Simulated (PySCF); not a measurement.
Molecule: `C1=CC(C=C)=CC=C1`, C$_{8}$H$_{8}$.

Molfile (atoms numbered from 1):
```
C8H8
     RDKit          3D

 16 16  0  0  0  0  0  0  0  0999 V2000
   -2.8015   -0.7645   -0.3570 C   0  0  0  0  0  0  0  0  0  0  0  0
   -1.9370    0.2496   -0.2338 C   0  0  0  0  0  0  0  0  0  0  0  0
   -0.4768    0.1628   -0.1072 C   0  0  0  0  0  0  0  0  0  0  0  0
    0.2202   -1.0575   -0.1092 C   0  0  0  0  0  0  0  0  0  0  0  0
    1.6038   -1.0889    0.0146 C   0  0  0  0  0  0  0  0  0  0  0  0
    2.3285    0.0981    0.1442 C   0  0  0  0  0  0  0  0  0  0  0  0
    1.6535    1.3165    0.1477 C   0  0  0  0  0  0  0  0  0  0  0  0
    0.2665    1.3457    0.0231 C   0  0  0  0  0  0  0  0  0  0  0  0
   -3.8737   -0.5757   -0.4438 H   0  0  0  0  0  0  0  0  0  0  0  0
   -2.4838   -1.8107   -0.3761 H   0  0  0  0  0  0  0  0  0  0  0  0
   -2.3364    1.2704   -0.2219 H   0  0  0  0  0  0  0  0  0  0  0  0
   -0.3292   -1.9961   -0.2092 H   0  0  0  0  0  0  0  0  0  0  0  0
    2.1256   -2.0490    0.0107 H   0  0  0  0  0  0  0  0  0  0  0  0
    3.4163    0.0701    0.2415 H   0  0  0  0  0  0  0  0  0  0  0  0
    2.2095    2.2518    0.2478 H   0  0  0  0  0  0  0  0  0  0  0  0
   -0.2591    2.3047    0.0263 H   0  0  0  0  0  0  0  0  0  0  0  0
  1  2  2  0
  2  3  1  0
  3  4  2  0
  4  5  1  0
  5  6  2  0
  6  7  1  0
  7  8  2  0
  8  3  1  0
  1  9  1  0
  1 10  1  0
  2 11  1  0
  4 12  1  0
  5 13  1  0
  6 14  1  0
  7 15  1  0
  8 16  1  0
M  END
```

Geometry PBE0-D3(BJ)/def2-SVP throughout; GIAO in PySCF 2.14.0 with density-fitted response routines, gas phase, one conformer, non-relativistic; equivalent atoms averaged; basis pcSseg-1.

For orientation, PBE gives these shifts δ (against TMS at the same level): C2 143.9, C3 139.1, C5/C7 131.7, C6 131.5, C1 116.3, H13/H15 7.31, H14 7.20, H10 6.15, H9 5.44 ppm.

A run gave: C2 150.6, C3 144.8, C5/C7 137.3, C6 137.0, C1 122.1, H13/H15 7.43, H14 7.31, H10 6.29, H9 5.58 ppm (shifts δ (against TMS at the same level)).

Problem. Which functional was used in that run?
A. LDA
B. PBE0
C. B3LYP
D. KT2
E. wB97X-D

Solution. A. C2 tells them apart best: LDA gives 150.6, B3LYP gives 145.7, wB97X-D gives 145.5, PBE0 gives 144.9, KT2 gives 135.1 ppm.
